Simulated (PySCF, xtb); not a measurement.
In(H)(OH)(NH2) (H4InNO), SMILES [NH2][InH][OH].

xtb with GFN2-xTB at its own geometry gives an orbital gap of 3.43 eV and a dipole moment of 2.06 D.

The structure is a stationary point at PBE0-D3(BJ)/def2-SVP. The def2 effective core potentials stand for the cores of In; spin–orbit coupling is left out. Other conformers were not sampled.

### Question
What does PBE0/def2-TZVPD run with PySCF give? (An estimate is asked for; the answer gives what the named calculation found.)

### Answer
gap 6.21 eV (levels -7.17 and -0.96 eV), dipole 2.00 D.
